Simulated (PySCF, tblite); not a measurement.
Isomers of C4H9FNSi2 (doublet state). Computed with GFN2-xTB (tblite): harmonic, unscaled wavenumbers at the GFN2-xTB geometry, gas phase. The method is semi-empirical: single wavenumbers can be off by several per cent or more. Modes of hydrogen on silicon can be 10 to 20 % off. One conformer each. Open shells enter through the occupations alone, without spin polarisation, and single modes of such species can be off by tens of per cent.

Electronic energies: B3LYP/pcH-1 single points on the GFN2-xTB geometries (PySCF, gas phase).

```json
{"SMILES": "C[SiH]C[C@](F)([SiH3])C#N", "electronic energy, lowest = 0 (kJ/mol)": "0.0"}
{"SMILES": "F[SiH2]N(C[SiH2])C1C=C1", "electronic energy, lowest = 0 (kJ/mol)": "45.0"}
{"SMILES": "F[SiH]N(C[SiH3])C1C=C1", "electronic energy, lowest = 0 (kJ/mol)": "40.6"}
```

**Question.** How do GFN2-xTB zero-point energies change the relative energies?

**Answer.** 
```json
{"SMILES": "C[SiH]C[C@](F)([SiH3])C#N", "ZPE (kJ/mol)": "296.2", "of it from modes above 1550 cm⁻¹": "159.0", "electronic (kJ/mol)": "0.0", "with ZPE, lowest = 0 (kJ/mol)": "0.0", "lowest mode (cm⁻¹)": "27", "rings": "0"}
{"SMILES": "F[SiH]N(C[SiH3])C1C=C1", "ZPE (kJ/mol)": "298.2", "of it from modes above 1550 cm⁻¹": "156.0", "electronic (kJ/mol)": "40.6", "with ZPE, lowest = 0 (kJ/mol)": "42.6", "lowest mode (cm⁻¹)": "27", "rings": "1"}
{"SMILES": "F[SiH2]N(C[SiH2])C1C=C1", "ZPE (kJ/mol)": "297.4", "of it from modes above 1550 cm⁻¹": "155.8", "electronic (kJ/mol)": "45.0", "with ZPE, lowest = 0 (kJ/mol)": "46.2", "lowest mode (cm⁻¹)": "24", "rings": "1"}
```

The zero-point energies span 2.0 kJ/mol, from `C[SiH]C[C@](F)([SiH3])C#N` to `F[SiH]N(C[SiH3])C1C=C1`. The order is unchanged.

**Question.** And how do the electronic energies of GFN2-xTB itself compare?

**Answer.** `C[SiH]C[C@](F)([SiH3])C#N` 113.6; `F[SiH]N(C[SiH3])C1C=C1` 8.7; `F[SiH2]N(C[SiH2])C1C=C1` 0.0 kJ/mol, lowest = 0. Against the energies above, taken from the same isomer `C[SiH]C[C@](F)([SiH3])C#N`, the largest difference is 158.6 kJ/mol.
